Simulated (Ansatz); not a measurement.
`C[Si](F)(F)C#N` → `[CH2]` (triplet) + `N#C[SiH](F)F` at 600 K and 1 bar (formal loss of a carbene).

Calculated with Ansatz (gas phase, PBE0-D4/def2-TZVP geometries, no zero-point term in ΔE). CBS: MP2 limit from def2 TZ/QZ plus the TZ coupled-cluster correction, frozen cores. This one scheme is used for every species. Triplets are unrestricted, without spin–orbit coupling.

| species | CCSD(T)/CBS energy (Eh) | H − E (kJ/mol) | S (J/(mol·K)) |
| --- | --- | --- | --- |
| `C[Si](F)(F)C#N` | -621.42890 | 197.2 | 442.0 |
| `[CH2]` (triplet) | -39.09499 | 66.5 | 220.8 |
| `N#C[SiH](F)F` | -582.14390 | 107.3 | 380.4 |

H − E and S are ideal-gas, rigid-rotor, harmonic terms from PBE0-D4/def2-TZVP, with the whole ground term of open shells counted as degenerate. 1 Eh = 2625.50 kJ/mol, R = 8.31446 J/(mol·K).

By hand: ΔE, ΔH, ΔS and ΔG.

ΔE = (-39.09499) + (-582.14390) − (-621.42890) = 0.19001 Eh = 498.9 kJ/mol. Δ(H − E) = 66.5 + 107.3 − 197.2 = -23.4, so ΔH = 475.5 kJ/mol. ΔS = 220.8 + 380.4 − 442.0 = 159.2 J/(mol·K). ΔG = 475.5 − 600 × (159.2)/1000 = 380.0 kJ/mol.

By hand: the equilibrium constant, and the temperature at which ΔG would vanish if ΔH and ΔS stayed fixed.

log₁₀ K = −ΔG/(RT ln 10) = -33.1. ΔG = 0 at ΔH/ΔS = 2987 K, far beyond where these terms or the molecules hold.

The number of gas molecules changes by +1, which sets the sign of ΔS. A doubt of 5 kJ/mol in ΔE shifts log₁₀ K by 0.4 here. A triplet takes part, so the spin changes. These are equilibria of isolated gas molecules and say nothing of rates. Largest T1 diagnostic: 0.013 (customary marks: 0.02 for closed shells, 0.045 for open ones).
